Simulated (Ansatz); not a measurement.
Cu6Si⁺, relaxed as a doublet with UKS PBE-D4/def2-SVP in Ansatz, starting from the GFN1-xTB geometry. Force threshold 0.03 eV/Å.

Another isomer (doublet) lies 0.45 eV lower at PBE0-D4/def2-TZVP; other spin states weren't run for this one.

Start:

| atom | x (Å) | y (Å) | z (Å) |
| --- | --- | --- | --- |
| Si1 | 1.843 | 0.812 | 0.097 |
| Cu2 | -0.455 | 0.158 | 1.051 |
| Cu3 | -1.484 | -0.968 | -0.965 |
| Cu4 | -2.280 | 1.177 | -0.159 |
| Cu5 | -0.096 | 0.952 | -1.244 |
| Cu6 | 1.570 | -0.827 | 1.753 |
| Cu7 | 0.901 | -1.305 | -0.533 |

```
step   energy (eV)  largest force component (eV/Å)  SCF passes
   1  -275636.2785                           0.819          53
   2  -275636.3317                           0.577          27
   3  -275636.3719                           0.329          34
   4  -275636.3766                           0.117          35
   5  -275636.3831                           0.074          28
   6  -275636.3845                           0.012          27
```

Force components are those of the run's own axes.

End:

```xyz
7

Si    1.678    0.833    0.197
Cu   -0.436    0.137    1.018
Cu   -1.529   -0.957   -0.878
Cu   -2.217    1.223   -0.182
Cu   -0.060    0.886   -1.303
Cu    1.621   -0.846    1.755
Cu    0.942   -1.276   -0.606
```

By distances, no bond broke or formed. The bond that changes most is Si1–Cu2, from 2.57 to 2.37 Å (atoms count from 1).

No frequencies were taken in this run, so the end may be a saddle point.

Run time 1.9 min (4 threads of Intel Xeon on a shared host).
